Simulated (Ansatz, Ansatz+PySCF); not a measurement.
```
atom   x (Å)   y (Å)    z (Å)
  Cr  0.0000  0.0000  -0.0612
   H  0.0000  0.0000   1.4678
```

UHF on sextet CrH was run in several spherical basis sets with Ansatz (development build ahead of 0.2.0).

Question: Rank the basis sets by the total energy that they give, lowest first, with the distance from the lowest.
A. cc-pVTZ
B. cc-pVDZ
C. def2-SVP
D. 6-31G(d)
E. def2-TZVP

Answer: A (0.00 eV), B (0.06 eV), E (0.64 eV), D (3.73 eV), C (4.41 eV).

Totals follow the description of the cores as much as that of the bonds, so this order isn't one of quality for chemistry.
